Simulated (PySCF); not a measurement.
**Computed beside measured shifts: Tetrabutylphosphonium bromide ([C16H36P]+)**

System: Tetrabutylphosphonium bromide ([C16H36P]+), SMILES CCCC[P+](CCCC)(CCCC)CCCC.

Atom-mapped SMILES (hydrogens are numbered by the atom that bears them): [CH3:1][CH2:2][CH2:3][CH2:4][P+:5]([CH2:6][CH2:7][CH2:8][CH3:9])([CH2:10][CH2:11][CH2:12][CH3:13])[CH2:14][CH2:15][CH2:16][CH3:17]

Level of theory: GIAO PBE0/pcSseg-2, gas phase, PySCF SCF with an in-house response code, fitting set def2-universal-JFIT up to Ne and JKFIT beyond, grid level 2, non-relativistic, on the PBE0-D3(BJ)/def2-SVP geometry.

One optimised conformer. Values are averaged over the atoms that symmetry or fast rotation interchanges, on this one geometry and without vibrational averaging. Shifts are the reference shielding less the shielding here, at the same level (13C, 1H against isolated TMS; 31P against isolated H3PO4); nuclei without a reference have shieldings only.

(1) What shifts does this level give for P5, P5, and how do they compare with measurement?

Results:

(1) 
| atom | nucleus | computed / ppm | measured / ppm | computed less measured | measured against | medium of the measurement |
| --- | --- | --- | --- | --- | --- | --- |
| P5 | 31P | 13.4 | 32.79 | -19.4 | 85 % H3PO4 | CDCl3 |
| P5 | 31P | 13.4 | 34 | -20.6 | 85 % H3PO4 | not stated |

Computed 19F and 31P shifts carry an offset from the reference molecule (CFCl3 is hard for DFT, lone H3PO4 or PH3 isn't the 85 % acid), so differences between compounds are more accurate than the values.

Measured values: E. Pretsch, P. Bühlmann, M. Badertscher, Structure Determination of Organic Compounds, 4th ed., Springer 2009; supporting information or article, doi 10.1039/c7cp04814a.
